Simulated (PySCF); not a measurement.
6-methyltetralin, C11H14.
Numbering: `[CH3:1][c:2]1[cH:3][cH:4][c:5]2[c:6]([cH:7]1)[CH2:8][CH2:9][CH2:10][CH2:11]2`

Geometry (PBE0-D3(BJ)/def2-SVP, Å), atoms numbered from 1 in this order:
```xyz
25
C11H14 angstrom
C      4.3518   -0.1030    0.0932
C      2.9101   -0.4171    0.3719
C      2.5408   -1.5746    1.0683
C      1.2014   -1.8664    1.2933
C      0.1803   -1.0235    0.8395
C      0.5350    0.1420    0.1406
C      1.8892    0.4212   -0.0769
C     -0.5151    1.0790   -0.4073
C     -1.8920    0.8761    0.2099
C     -2.2439   -0.6041    0.2479
C     -1.2622   -1.3553    1.1358
H      4.6830   -0.5654   -0.8521
H      5.0088   -0.4845    0.8889
H      4.5194    0.9802    0.0022
H      3.3140   -2.2534    1.4390
H      0.9331   -2.7749    1.8410
H      2.1533    1.3356   -0.6188
H     -0.5830    0.9218   -1.4998
H     -0.1806    2.1213   -0.2787
H     -1.9022    1.2769    1.2393
H     -2.6453    1.4469   -0.3557
H     -3.2731   -0.7559    0.6095
H     -2.2068   -1.0129   -0.7777
H     -1.4700   -1.1042    2.1928
H     -1.4143   -2.4438    1.0541
```

NICS = −σ at a ghost point: NICS(0) at the centroid of the ring atoms, NICS(1) 1 Å to either side along the normal of their mean plane, zz for the tensor component along that normal. Level: GIAO PBE0/pcSseg-1 (PySCF, non-relativistic, gas phase) on the PBE0-D3(BJ)/def2-SVP geometry, one conformer.

Ring bond lengths (Å), with Mayer bond orders in brackets: C2–C3 1.400 (1.39), C3–C4 1.389 (1.46), C4–C5 1.400 (1.43), C5–C6 1.404 (1.37), C6–C7 1.400 (1.42), C7–C2 1.395 (1.41); C5–C6 1.404 (1.37), C6–C8 1.510 (1.04), C8–C9 1.522 (1.05), C9–C10 1.522 (1.03), C10–C11 1.522 (1.05), C11–C5 1.510 (1.04).

Question: Give the NICS values of each ring in ppm.

Answer: 
```json
{"ring": "C2–C3–C4–C5–C6–C7", "type": "6-membered carbocycle; formal bonds all aromatic", "NICS(0)": "-8.2", "NICS(1), two faces": "-10.9 / -10.8", "NICS(1)zz, two faces": "-25.8 / -25.5", "rms pucker (Å)": "0.00", "centre to ring atoms, mean (Å)": "1.40"}
{"ring": "C5–C6–C8–C9–C10–C11", "type": "6-membered carbocycle; formal bonds 1 aromatic, 5 single", "NICS(0)": "0.5", "NICS(1), two faces": "-1.3 / -1.4", "NICS(1)zz, two faces": "4.5 / 4.5", "rms pucker (Å)": "0.20", "centre to ring atoms, mean (Å)": "1.46"}
```

Question: What do they say, and how far can they be read as aromaticity?

Answer: 
- C2–C3–C4–C5–C6–C7: mean NICS(1)zz -25.7 ppm, shielded, aromatic by this magnetic criterion (flat ring, no four-coordinate atom), though in fused rings the probe also feels the neighbouring ring.
- C5–C6–C8–C9–C10–C11: mean NICS(1)zz 4.5 ppm, deshielded. C8, C9, C10, C11 have four or more neighbours, so the value isn't read as a sign of a π ring current. A hydrogen on C10, outside the ring, lies only 1.41 Å from a NICS(1) probe, which then mostly feels that atom.

Question: And the bond-length index? HOMA = 1 − mean of α(R − Ropt)² over the ring bonds, with Krygowski's 1993 parameters (CC: Ropt 1.388 Å, α 257.7 Å⁻²).

Answer: 
- C2–C3–C4–C5–C6–C7: HOMA 0.97 = 1 − EN − GEO, with mean bond length 1.398 Å, EN = α(Ropt − mean)² = 0.026 and GEO = α × variance = 0.006. The geometric and the magnetic index point the same way.

Question: At the first NICS(1) probe listed for ring C2–C3–C4–C5–C6–C7, 1 Å off the ring, how large is the induced field along the normal in 1 T applied along it?

Answer: NICSzz × B0 = -25.8 ppm × 1 T = -26 μT, against the applied field.

Question: List the ring angles and the Hirshfeld charges of the ring atoms.

Answer: 
- C2–C3–C4–C5–C6–C7: C2 117.6° (+0.002 e), C3 120.6° (-0.062 e), C4 121.6° (-0.058 e), C5 118.5° (-0.004 e), C6 119.2° (0.000 e), C7 122.6° (-0.062 e); sum 720.0° against 720° for a flat convex ring.
- C5–C6–C8–C9–C10–C11: C5 121.4° (-0.004 e), C6 121.3° (0.000 e), C8 113.5° (-0.069 e), C9 110.4° (-0.067 e), C10 110.2° (-0.067 e), C11 113.2° (-0.069 e); sum 690.1° against 720° for a flat convex ring.

Question: What are the shieldings of the ring atoms and their hydrogens in the same run (means over atoms taken as equivalent)?

Answer: 
```tsv
atoms	environment	σ isotropic (ppm)	principal values of the symmetric part, first atom (ppm)
C2	substituted aromatic carbon	44.6	-58.0, 18.2, 173.6
C3	aromatic CH carbon	52.6	-50.0, 47.6, 160.2
C4	aromatic CH carbon	49.8	-53.7, 45.1, 158.1
C5	substituted aromatic carbon	46.1	-50.9, 14.8, 174.3
C6	substituted aromatic carbon	43.3	-55.7, 13.6, 172.0
C7	aromatic CH carbon	49.3	-49.0, 51.2, 145.7
C8	benzylic-type carbon	152.6	144.3, 148.9, 164.6
C9	ring CH2 carbon	158.6	153.3, 159.3, 163.2
C10	ring CH2 carbon	158.6	153.7, 159.4, 162.7
C11	benzylic-type carbon	152.8	145.6, 148.9, 163.9
H15	aromatic hydrogen	24.23	20.5, 24.3, 27.9
H16	aromatic hydrogen	24.21	20.4, 23.6, 28.6
H17	aromatic hydrogen	24.29	20.2, 22.5, 30.2
H18 (×2)	methylene hydrogen	28.59	23.5, 28.2, 33.9
```

The list is cut; further classes of hydrogen are left out.

Question: How do the values depend on the level or the medium?

Answer: 
```
                level  NICS(0), C2–C3–C4–C5–C6–C7  mean NICS(1)zz, C2–C3–C4–C5–C6–C7  NICS(0), C5–C6–C8–C9–C10–C11  mean NICS(1)zz, C5–C6–C8–C9–C10–C11
   PBE0/pcSseg-1, gas                        -8.2                              -25.7                           0.5                                  4.5
wB97X-D/pcSseg-1, gas                        -8.2                              -26.0                           0.6                                  4.5
```

The geometry is the same throughout.
